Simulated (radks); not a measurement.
Values are calculated unless marked as measured or tabulated.
Problem. Neutral technetium: order these configurations by energy. Code: a radial shooting solver on a logarithmic mesh with Libxc functionals. Model: Dirac Kohn-Sham, PBE, spin-unpolarised, spherical densities, finite nucleus; Fermi nuclear charge, rms radius of each element as measured or else 0.836 A^(1/3) + 0.57 fm. Sub-shells are occupied by j as written (lower j first in brackets). [Kr] 4d(3/2: 4, 5/2: 0) 5s2 5p(1/2: 1, 3/2: 0); [Kr] 4d(3/2: 4, 5/2: 1) 5s1 5p(1/2: 1, 3/2: 0); [Kr] 4d(3/2: 4, 5/2: 1) 5s2; [Kr] 4d(3/2: 4, 5/2: 2) 5p(1/2: 1, 3/2: 0); [Kr] 4d(3/2: 4, 5/2: 2) 5s1; [Kr] 4d(3/2: 4, 5/2: 3).

Solution. From the lowest, in eV above it: [Kr] 4d(3/2: 4, 5/2: 2) 5s1 0.000; [Kr] 4d(3/2: 4, 5/2: 3) 0.358; [Kr] 4d(3/2: 4, 5/2: 1) 5s2 0.783; [Kr] 4d(3/2: 4, 5/2: 2) 5p(1/2: 1, 3/2: 0) 3.219; [Kr] 4d(3/2: 4, 5/2: 1) 5s1 5p(1/2: 1, 3/2: 0) 4.422; [Kr] 4d(3/2: 4, 5/2: 0) 5s2 5p(1/2: 1, 3/2: 0) 7.064.
